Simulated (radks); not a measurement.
Values are calculated unless marked as measured or tabulated.
Q: The mean radii <r> (bohr) of the occupied orbitals of an atom or ion are listed with their occupations. Level of theory: Dirac Kohn-Sham, exchange-only PBE, spin-unpolarised, spherical densities, finite nucleus; Fermi nuclear charge, rms radius of each element as measured or else 0.836 A^(1/3) + 0.57 fm (a radial shooting solver on a logarithmic mesh with Libxc functionals).

orbital  occ.      <r>
1s1/2       2  0.02666
2s1/2       2   0.1141
2p1/2       2  0.09612
2p3/2       4   0.1019
3s1/2       2   0.3037
3p1/2       2   0.2934
3p3/2       4   0.3047
3d3/2       4   0.2744
3d5/2       6   0.2779
4s1/2       2   0.6572
4p1/2       2   0.6677
4p3/2       3   0.6860

Name the element and its charge. Open shells, if any, fill j = l - 1/2 first.

A: Z = 54, xenon, charge +19: Xe19+ in [Ar] 3d10 4s2 4p5. The 1s radius gives Z: for a bare nucleus <r> = (2 gamma + 1)/(2Z) with gamma = sqrt(1 - (Z/c)^2), 0.02628 bohr for Z = 54, and screening makes it slightly larger (0.02666 here). The occupations add up to 35, and the charge is Z minus that.
